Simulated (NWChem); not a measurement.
System: C₃H₅FO; SMILES CO/C=C/F

The following NWChem deck was run.

```
start job
memory heap 200 mb stack 900 mb global 1100 mb
geometry units angstroms noautosym nocenter noautoz
  C     -0.291740     2.252788    -0.097422
  O      0.475986     1.122061     0.216677
  C     -0.194903    -0.048336     0.202701
  C      0.409480    -1.192774    -0.117398
  F     -0.239239    -2.355438    -0.042327
  H      0.347164     3.133491     0.048906
  H     -1.173487     2.341351     0.564524
  H     -0.640620     2.234498    -1.145654
  H     -1.250922    -0.040260     0.506295
  H      1.453197    -1.271168    -0.431414
end
basis spherical
  * library pcsseg-1
end
dft
  xc kt2
  iterations 150
end
property
  shielding
end
task dft property
```

The geometry was optimised at PBE0/def2-SVP.

GIAO values for the isolated, static molecule; σ is the absolute isotropic shielding, δ = σ(reference) − σ with the isolated reference molecule computed at the same levels (13C: tetramethylsilane, 19F: trichlorofluoromethane, 1H: tetramethylsilane, 17O: water).

Atoms are numbered as in the input.

Task: What results follow from this input? (KT2/pcSseg-1, GIAO.) Quantities: δ C1 (ppm); δ O2 (ppm); δ C3 (ppm); δ C4 (ppm); δ F5 (ppm); δ H6 (rotor mean) (ppm); δ H9 (ppm).

Result: δ C1 (ppm): 60.8
δ O2 (ppm): 60.7
δ C3 (ppm): 136.9
δ C4 (ppm): 141.7
δ F5 (ppm): -208.2
δ H6 (rotor mean) (ppm): 3.47
δ H9 (ppm): 6.35
